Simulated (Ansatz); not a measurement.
CH2FGaOS (`O[C](=S)[GaH][F]`). Charge 0, multiplicity 1.

Z-matrix (Å, degrees):
```
Ga
F 1 1.757
C 1 1.956 2 112.6
S 1 2.714 2 110.8 3 -39.7
H 1 1.543 2 118.8 3 -176.0
O 3 1.309 1 135.9 2 82.9
H 6 0.975 3 109.3 1 -177.0
```

Task: What are the harmonic wavenumbers in cm⁻¹ at PBE0-D4/def2-TZVP (Ansatz, finite differences of forces, unscaled)? (An estimate is asked.)

Result: The calculation gave: 62, 94, 130, 306, 395, 466, 560, 595, 677, 704, 979, 1330, 1397, 2067, 3635.

Task: Is this a minimum?

Result: Yes, all 15 modes are real.

Task: Give the ideal-gas thermochemistry at 298.15 K and 1 bar (rigid rotor, harmonic oscillator; point group C1, symmetry number 1).

Result: Zero-point energy 80.1 kJ/mol; H(298) − E = 100.1 kJ/mol; entropy 353.9 J/(mol·K), of which translation 171.4, rotation 116.3, vibration 66.2; G(298) − E = -5.4 kJ/mol. Modes under 100 cm⁻¹ are hindered rotations or soft bends, so the harmonic entropy is rough.

Task: Rotational constants (cm⁻¹)?

Result: 0.1453, 0.05625, 0.04897.
